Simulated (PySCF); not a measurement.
**Molecular orbitals of LiZn**

CAM-B3LYP at R = 2.897 Å; basis Li def2-SVPD, Zn def2-SVPD; no relativity; PySCF 2.14. State: ²Σ⁺ (doublet), unpaired electrons σ ↑. Only the outer orbitals are listed, counted within each symmetry.

```
spin  orbital  occ.  ε (eV)  on Li (%)            main shells (%)
   α       6σ     1  -57.00        100                   100 Li s
   α       7σ     1  -14.23          1                    99 Zn d
   α       1δ     1  -14.22          0                   100 Zn d
   α       1δ     1  -14.22          0                   100 Zn d
   α       3π     1  -14.22          0                   100 Zn d
   α       3π     1  -14.22          0                   100 Zn d
   α       8σ     1   -8.21         16           84 Zn s, 12 Li s
   α       9σ     1   -4.23         76           74 Li s, 19 Zn p
   α       4π     0   -0.41         59           59 Li p, 41 Zn p
   α       4π     0   -0.41         59           59 Li p, 41 Zn p
   α      10σ     0   -0.41         57  42 Zn p, 39 Li p, 18 Li s
   β       6σ     1  -56.76        100                   100 Li s
   β       1δ     1  -14.21          0                   100 Zn d
   β       1δ     1  -14.21          0                   100 Zn d
   β       7σ     1  -14.21          1                   100 Zn d
   β       3π     1  -14.20          0                   100 Zn d
   β       3π     1  -14.20          0                   100 Zn d
   β       8σ     1   -7.90         11                    88 Zn s
   β       9σ     0   -0.97         73           69 Li s, 24 Zn p
   β       4π     0   -0.29         50           50 Zn p, 50 Li p
   β       4π     0   -0.29         50           50 Zn p, 50 Li p
```

Q: Which are the highest filled and the lowest empty level, where do they sit, and how wide is the gap?

A: Highest filled α 9σ at -4.23 eV (in %: 74 Li s, 19 Zn p); lowest empty β 9σ at -0.97 eV (in %: 69 Li s, 24 Zn p); the gap at CAM-B3LYP is 3.26 eV.

The bond order (Mayer) is 0.54 and the ⟨S²⟩ is 0.757. The charge on Li (Mulliken, basis-dependent) is -0.05 and the charge on Li (Löwdin, basis-dependent) is -0.07. The dipole moment (positive dipole means Li(−)Zn(+)) is -0.27 D. The polarisability along the bond is 366.9 bohr³ and the polarisability across the bond is 155.8 bohr³.

The state is the lowest determinant that a PBE0 search found; another state may lie lower at other levels.
